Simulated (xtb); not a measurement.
A run for xtb: GFN2-xTB on CH3 (SMILES [CH3]).

```
$ xtb mol.xyz --gfn 2 --sp --chrg 0 --uhf 1
4

C      0.00000016    -0.00002362    -0.00002260
H      1.08015606    -0.14906236     0.02964033
H     -0.66837745    -0.86098408    -0.04301143
H     -0.41177877     1.00997005     0.01339370
```

It printed:

```
[...]
           -------------------------------------------------
          |                Calculation Setup                |
           -------------------------------------------------



           -------------------------------------------------
          |                 G F N 2 - x T B                 |
           -------------------------------------------------

        Reference                      10.1021/acs.jctc.8b01176
      * Hamiltonian:
        H0-scaling (s, p, d)           1.850000    2.230000    2.230000
        zeta-weighting                 0.500000
      * Dispersion:
        s8                             2.700000
        a1                             0.520000
        a2                             5.000000
        s9                             5.000000
      * Repulsion:
        kExp                           1.500000    1.000000
        rExp                           1.000000
      * Coulomb:
        alpha                          2.000000
        third order                    shell-resolved
        anisotropic                    true
        a3                             3.000000
        a5                             4.000000
        cn-shift                       1.200000
        cn-exp                         4.000000
        max-rad                        5.000000


          ...................................................
          :                      SETUP                      :
          :.................................................:
          :  # basis functions                   7          :
          :  # atomic orbitals                   7          :
          :  # shells                            5          :
          :  # electrons                         7          :
          :  max. iterations                   250          :
          :  Hamiltonian                  GFN2-xTB          :
          :  restarted?                      false          :
          :  GBSA solvation                  false          :
          :  PC potential                    false          :
          :  electronic temp.          300.0000000     K    :
          :  accuracy                    1.0000000          :
          :  -> integral cutoff          0.2500000E+02      :
          :  -> integral neglect         0.1000000E-07      :
          :  -> SCF convergence          0.1000000E-05 Eh   :
          :  -> wf. convergence          0.1000000E-03 e    :
          :  Broyden damping             0.4000000          :
          :  net charge                          0          :
          :  unpaired electrons                  1          :
          ...................................................

 iter      E             dE          RMSdq      gap      omega  full diag
   1     -3.6022015 -0.360220E+01  0.512E+00   11.32       0.0  T
   2     -3.6115532 -0.935171E-02  0.313E+00   11.63       1.0  T
   3     -3.6119155 -0.362335E-03  0.777E-01   11.64       1.0  T
   4     -3.6120631 -0.147554E-03  0.113E-01   11.50       1.0  T
   5     -3.6120613  0.184400E-05  0.368E-02   11.51       1.4  T
   6     -3.6120637 -0.247152E-05  0.964E-04   11.50      51.9  T
   7     -3.6120637 -0.137440E-08  0.256E-05   11.50    1955.6  T
   8     -3.6120637 -0.743849E-12  0.540E-06   11.50    9263.0  T

   *** convergence criteria satisfied after 8 iterations ***

         #    Occupation            Energy/Eh            Energy/eV
      -------------------------------------------------------------
         1        2.0000           -0.5670272             -15.4296
         2        2.0000           -0.4714282             -12.8282
         3        2.0000           -0.4714279             -12.8282
         4        1.0000           -0.3309356              -9.0052 (HOMO)
         5                          0.0916705               2.4945 (LUMO)
         6                          0.2580519               7.0219
         7                          0.2580540               7.0220
      -------------------------------------------------------------
                  HL-Gap            0.4226062 Eh           11.4997 eV
             Fermi-level           -0.2604072 Eh           -7.0860 eV

 SCC (total)                   0 d,  0 h,  0 min,  0.002 sec
 SCC setup                      ...        0 min,  0.000 sec (  7.010%)
 Dispersion                     ...        0 min,  0.000 sec (  1.916%)
 classical contributions        ...        0 min,  0.000 sec (  1.222%)
 integral evaluation            ...        0 min,  0.000 sec (  7.451%)
 iterations                     ...        0 min,  0.001 sec ( 60.605%)
 molecular gradient             ...        0 min,  0.000 sec ( 12.692%)
 printout                       ...        0 min,  0.000 sec (  8.415%)

         :::::::::::::::::::::::::::::::::::::::::::::::::::::
         ::                     SUMMARY                     ::
         :::::::::::::::::::::::::::::::::::::::::::::::::::::
         :: total energy              -3.561918716402 Eh    ::
         :: gradient norm              0.026824460140 Eh/a0 ::
         :: HOMO-LUMO gap             11.499699130611 eV    ::
         ::.................................................::
         :: SCC energy                -3.612063721673 Eh    ::
         :: -> isotropic ES            0.001592913805 Eh    ::
         :: -> anisotropic ES          0.001577334933 Eh    ::
         :: -> anisotropic XC          0.006442059562 Eh    ::
         :: -> dispersion             -0.000466629208 Eh    ::
         :: repulsion energy           0.050145005271 Eh    ::
         :: add. restraining           0.000000000000 Eh    ::
         :: total charge               0.000000000000 e     ::
         :::::::::::::::::::::::::::::::::::::::::::::::::::::

           -------------------------------------------------
          |                Property Printout                |
           -------------------------------------------------

    * Orbital Energies and Occupations

         #    Occupation            Energy/Eh            Energy/eV
      -------------------------------------------------------------
         1        2.0000           -0.5670272             -15.4296
         2        2.0000           -0.4714282             -12.8282
         3        2.0000           -0.4714279             -12.8282
         4        1.0000           -0.3309356              -9.0052 (HOMO)
         5                          0.0916705               2.4945 (LUMO)
         6                          0.2580519               7.0219
         7                          0.2580540               7.0220
      -------------------------------------------------------------
                  HL-Gap            0.4226062 Eh           11.4997 eV
             Fermi-level           -0.2604072 Eh           -7.0860 eV

     #   Z          covCN         q      C6AA      α(0)
     1   6 C        2.773    -0.147    31.756     9.230
     2   1 H        0.924     0.049     2.333     2.389
     3   1 H        0.924     0.049     2.333     2.389
     4   1 H        0.924     0.049     2.333     2.389

 Mol. C6AA /au·bohr⁶  :        104.332560
 Mol. C8AA /au·bohr⁸  :       2136.687828
 Mol. α(0) /au        :         16.395528


Wiberg/Mayer (AO) data.
largest (>0.10) Wiberg bond orders for each atom

 ---------------------------------------------------------------------------
     #   Z sym  total        # sym  WBO       # sym  WBO       # sym  WBO
 ---------------------------------------------------------------------------
     1   6 C    2.984 --     2 H    0.995     3 H    0.995     4 H    0.995
     2   1 H    0.998 --     1 C    0.995
     3   1 H    0.998 --     1 C    0.995
     4   1 H    0.998 --     1 C    0.995
 ---------------------------------------------------------------------------
Note: The following floating-point exceptions are signalling: IEEE_DENORMAL
normal termination of xtb

Topologies differ in total number of bonds
Writing topology from bond orders to xtbtopo.mol

molecular dipole:
                 x           y           z       tot (Debye)
 q only:       -0.000       0.000       0.000
   full:       -0.000      -0.000       0.000       0.000
molecular quadrupole (traceless):
                xx          xy          yy          xz          yz          zz
 q only:        0.156      -0.000       0.156       0.014       0.012      -0.311
  q+dip:        0.664      -0.002       0.665       0.062       0.052      -1.329
   full:        0.355      -0.001       0.355       0.033       0.028      -0.710


           -------------------------------------------------
          | TOTAL ENERGY               -3.561918716402 Eh   |
          | GRADIENT NORM               0.026824460140 Eh/α |
          | HOMO-LUMO GAP              11.499699130611 eV   |
           -------------------------------------------------

------------------------------------------------------------------------
------------------------------------------------------------------------
 total:
 SCF:
```

The run finished.

Cost: around 0.06 core-seconds (rough).
